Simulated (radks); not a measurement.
The strontium ion Sr+ inside a hard spherical wall (all orbitals vanish at R), configuration held at [Kr] 5s1 and not refilled when levels cross. All-electron calculation, scalar-relativistic Kohn-Sham, PBE, spin-unpolarised, spherical densities, finite nucleus; Fermi nuclear charge, rms radius 4.224 fm. Program: a radial shooting solver on a logarithmic mesh with Libxc functionals. Eigenvalues in eV, with the zero of energy where the potential of the charges vanishes at infinity; a dash marks a level that is unbound or too diffuse for the functional's potential to be trusted. A positive occupied level is held by the wall or, in an anion where self-interaction has pushed it up, behind a barrier. The pressure on the wall is -dE/dV.

R (bohr)  E (hartree)  kinetic (hartree)    e(3d)    e(4s)    e(4p)   e(5s)  e(4d, empty)  e(5p, empty)  pressure (GPa)
free      -3179.24499           3260.213  -134.42  -47.231  -29.114  -8.348        -6.790        -5.423               0
20        -3179.24499           3260.213  -134.42  -47.231  -29.114  -8.348        -6.790        -5.423        < 0.0001
12        -3179.24495           3260.213  -134.42  -47.227  -29.110  -8.345        -6.787        -5.406        0.000821
10        -3179.24450           3260.218  -134.39  -47.197  -29.081  -8.317        -6.759        -5.313          0.0142
8         -3179.23982           3260.253  -134.19  -47.015  -28.905  -8.096        -6.585        -4.801           0.212
7         -3179.22951           3260.313  -133.92  -46.761  -28.659  -7.688        -6.316        -4.014           0.796
6         -3179.20017           3260.451  -133.40  -46.288  -28.208  -6.659        -5.744        -2.260            3.08
4         -3178.81947           3261.978  -129.82  -43.400  -25.402   3.941        -1.207        12.553            80.0
3         -3177.41827           3267.494  -120.69  -36.700  -18.134  32.366         9.961        46.503             787
2.5       -3174.81105           3276.862  -108.67  -26.966   -6.900  72.817        25.681        91.235            3150
1.5       -3138.79809           3381.352  -34.068   80.254   112.97  428.00        165.45        454.59          111000
